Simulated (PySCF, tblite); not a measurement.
Isomers of C5H7O2PS, one GFN2-xTB conformer each. Single-point energies are computed at PBE0/pcSseg-1 (PySCF, gas phase, no added dispersion term), electronic only.

```
              SMILES  GFN2-xTB relative energy (kJ/mol)
         COc1pcsc1OC                              282.7
 C[P@](=O)(O)c1cccs1                                0.0
C[P@@](=O)(O)c1ccsc1                                2.0
```

Conformers: `[CH3:1][O:2][c:3]1[p:4][cH:5][s:6][c:7]1[O:8][CH3:9]` with C1–O2–C3–P4 0°, S6–C7–O8–C9 2°; `[CH3:1][P@:2](=[O:3])([OH:4])[c:5]1[cH:6][cH:7][cH:8][s:9]1` with C1–P2–O4–H 139°, C1–P2–C5–C6 -130°; `[CH3:1][P@@:2](=[O:3])([OH:4])[c:5]1[cH:6][cH:7][s:8][cH:9]1` with C1–P2–O4–H -136°, C1–P2–C5–C6 108°.

Task: What does PBE0/pcSseg-1 give for the same structures?

Result: 
| SMILES | PBE0/pcSseg-1 E (Eh) | PBE0/pcSseg-1 (kJ/mol) | GFN2-xTB (kJ/mol) | point group |
| --- | --- | --- | --- | --- |
| C[P@](=O)(O)c1cccs1 | -1084.05909 | 0.0 | 0.0 | C1 |
| C[P@@](=O)(O)c1ccsc1 | -1084.05832 | 2.0 | 2.0 | C1 |
| COc1pcsc1OC | -1083.94863 | 290.0 | 282.7 | – |

Both levels put the same isomer lowest; measured from each level's own lowest isomer, the values differ by up to 7.3 kJ/mol (COc1pcsc1OC: 282.7 against 290.0). As drawn, the lowest has an O–H bond and a P=O bond, which the highest lacks. Neighbours under 10 kJ/mol apart (C[P@](=O)(O)c1cccs1 and C[P@@](=O)(O)c1ccsc1) can change places with a better method, another conformer or zero-point energy.

Task: Which frontier levels, dipoles and rotational constants go with these structures?

Result: 
```tsv
SMILES	HOMO (eV, PBE0/pcSseg-1)	LUMO (eV)	dipole (D)	A, B, C (MHz)
C[P@](=O)(O)c1cccs1	-7.38	-1.13	2.56	2353, 878.0, 756.7
C[P@@](=O)(O)c1ccsc1	-7.36	-0.98	2.46	2621, 736.2, 675.6
COc1pcsc1OC	-5.91	-1.17	1.40	1692, 1110, 676.2
```

Task: What happens when harmonic zero-point energies from GFN2-xTB frequencies are added?

Result: 
| SMILES | ZPE (kJ/mol) | electronic (kJ/mol) | with ZPE (kJ/mol) |
| --- | --- | --- | --- |
| C[P@](=O)(O)c1cccs1 | 289.8 | 0.0 | 0.0 |
| C[P@@](=O)(O)c1ccsc1 | 289.3 | 2.0 | 1.5 |
| COc1pcsc1OC | 293.5 | 290.0 | 293.8 |

The zero-point energies span 4.2 kJ/mol. The order is unchanged.
